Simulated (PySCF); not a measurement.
# Levels of Sm⁴³⁺ from EOM-EA-GCCSD

Reference: closed-shell Sm⁴⁴⁺, [Ar]; one electron is added. Calculated with PySCF 2.14, two-component X2C-1e with screened spin-orbit coupling, an uncontracted even-tempered set (18 s from 3.5 bohr⁻², ratio 2.6; 14 p from 4.6 bohr⁻², ratio 2.6; 5 d from 4.7 bohr⁻², ratio 2.8; 3 f from 77 bohr⁻², ratio 2.8); frozen [Ne]; the 62 highest virtual spinors dropped; of the others 50 kept and the rest restored at second order. No Breit or QED terms. Binding energies in eV.

```
level  Koopmans
3d3/2    3358.0
3d5/2    3325.6
```

Question: How does correlation move these levels?

Answer: 3d3/2: second order 3359.3, EOM-CCSD 3359.0; 3d5/2: second order 3326.7, EOM-CCSD 3326.4.

For comparison, the ionisation energy of Sm⁴³⁺ is 3363 ± 4 eV (theoretical estimate listed by NIST; NIST Atomic Spectra Database, ionization energies).

Only part of the computed levels is shown.
